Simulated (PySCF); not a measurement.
Cd(OMe)(SiH3), CH6CdOSi, SMILES C[O][Cd][SiH3], B3LYP/def2-SVP optimised geometry.

```
10

Cd     0.46     0.40     0.00
O     -1.52     0.56     0.00
C     -2.48    -0.46     0.02
H     -3.50    -0.01     0.01
H     -2.43    -1.14    -0.87
H     -2.43    -1.11     0.92
Si     2.96     0.40     0.00
H      3.49     1.05     1.23
H      3.50     1.14    -1.18
H      3.47    -1.00    -0.05
```

Density from B3LYP/def2-TZVP, def2 effective core potentials past Kr (PySCF) at that geometry. The core electrons that the potentials of Cd replace are not part of the density.

Minimum of the electron density along straight lines between bonded atoms, close to the bond critical point (lines longer than 1.1 times the sum of covalent radii, or with two minima, are not listed):

| bond | length / Å | ρ at the minimum / e bohr⁻³ | ∇²ρ there / e bohr⁻⁵ | position (fraction from the first atom) |
|---|---|---|---|---|
| Cd1–O2 | 1.993 | 0.108 | 0.53 | 0.52 |
| O2–C3 | 1.395 | 0.274 | -0.67 | 0.64 |
| C3–H4 | 1.109 | 0.275 | -0.94 | 0.64 |
| C3–H5 | 1.112 | 0.272 | -0.92 | 0.64 |
| C3–H6 | 1.112 | 0.272 | -0.92 | 0.64 |
| Cd1–Si7 | 2.493 | 0.073 | -0.03 | 0.52 |
| Si7–H8 | 1.494 | 0.118 | 0.15 | 0.49 |
| Si7–H9 | 1.494 | 0.118 | 0.15 | 0.49 |
| Si7–H10 | 1.494 | 0.118 | 0.15 | 0.49 |
